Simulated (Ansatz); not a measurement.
H4NSSi, SMILES `[SiH3][N+]S` (lower singlet; Si–N–S–H torsion 0°) (charge 1, multiplicity 1). This singlet lies 0.89 eV below the relaxed triplet at the level frozen-core CCSD(T)/cc-pVTZ // B3LYP-D3(BJ)/def2-TZVP (Ansatz, a program for electronic structure).

Z-matrix (Å, degrees):
```
Si
H 1 1.4724
H 1 1.4724 2 114.76
H 1 1.4726 2 115.49 3 -138.15
N 1 1.8177 2 100.51 3 106.84
S 5 1.5014 1 137.37 2 121.09
H 6 1.3899 5 106.76 1 -0.04
```
Charge +1, spin multiplicity 1.

Frozen-core energies in 6-31g from Ansatz at a geometry from B3LYP-D3(BJ)/def2-TZVP; the HF reference has <S^2> = 0.00 (restricted, and unstable towards unrestricted orbitals) and the T1 diagnostic is 0.025.

```csv
level,energy (Ha)
HF,-742.69338
MP2,-742.92209
CCSD,-742.95493
```

Q: Estimate the energies of CCSD(T), CCSDT, CCSDT(Q) and CCSDTQ, and give each level's difference from CCSDTQ.

A: 
| level | energy (Ha) | difference from CCSDTQ (mHa) |
|---|---|---|
| MP2 | -742.92209 | 42.19 |
| CCSD | -742.95493 | 9.35 |
| CCSD(T) | -742.96284 | 1.45 |
| CCSDT | -742.96329 | 0.99 |
| CCSDT(Q) | -742.96437 | -0.09 |
| CCSDTQ | -742.96429 | 0.00 |
